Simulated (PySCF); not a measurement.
GeH6Si.
Atom-mapped SMILES: `[SiH3:1][GeH3:2]` (hydrogens: H3, H4, H5 on Si1; H6, H7, H8 on Ge2)

Method: PBE0-D3(BJ)/def2-SVP geometry optimisation, gas phase in PySCF; density fitting, grid level 1; the optimiser is geomeTRIC in internal coordinates, started from a GFN2-xTB structure.

Step 0: E = -64473.0265 eV
```
atom  x, y, z in Å  |  force x, y, z in eV/Å
Si1    -1.2071    0.1260    0.0173    0.041   0.002  -0.016
Ge2     1.1124   -0.0979   -0.0287    0.348  -0.049   0.000
H3     -1.7682   -0.7054    1.0821   -0.200  -0.361   0.459
H4     -1.5962    1.5160    0.2548   -0.113   0.593   0.116
H5     -1.7849   -0.3043   -1.2562   -0.197  -0.181  -0.552
H6      1.6045   -1.4178   -0.5474   -0.045  -0.810  -0.321
H7      1.8605    0.8912   -0.8737    0.097   0.681  -0.542
H8      1.7971    0.0112    1.3027    0.068   0.126   0.856
```

Problem. Estimate the geometry and energy of step 1. (The exact step hangs on the optimiser's Hessian estimate; all steps are aligned on step 0, rigid shifts and turns removed.)

Solution. E = -64473.1644 eV, largest force 0.631 eV/Å
```
atom  x, y, z in Å  |  force x, y, z in eV/Å
Si1    -1.2065    0.1247    0.0169   -0.174   0.013  -0.003
Ge2     1.1483   -0.1044   -0.0291    0.625  -0.084  -0.009
H3     -1.7740   -0.7293    1.1074    0.015   0.023  -0.035
H4     -1.5892    1.5502    0.2653    0.019  -0.041   0.003
H5     -1.7874   -0.3123   -1.2917    0.021   0.021   0.035
H6      1.5895   -1.4882   -0.5722   -0.154   0.092   0.041
H7      1.8491    0.9504   -0.9224   -0.182  -0.040   0.043
H8      1.7883    0.0277    1.3766   -0.169   0.017  -0.075
```

The energy changes by -0.1379 eV. The first-order estimate −F·Δx gives -0.2725 eV and the mean of the old and new forces, exact on a quadratic surface, -0.1400 eV. The step makes an angle of 17° with the force vector and moves no atom by more than 0.077 Å.

What follows is the cost of the whole optimisation. The run took 15 s of wall time on Arm Neoverse N1, one thread, shared host.
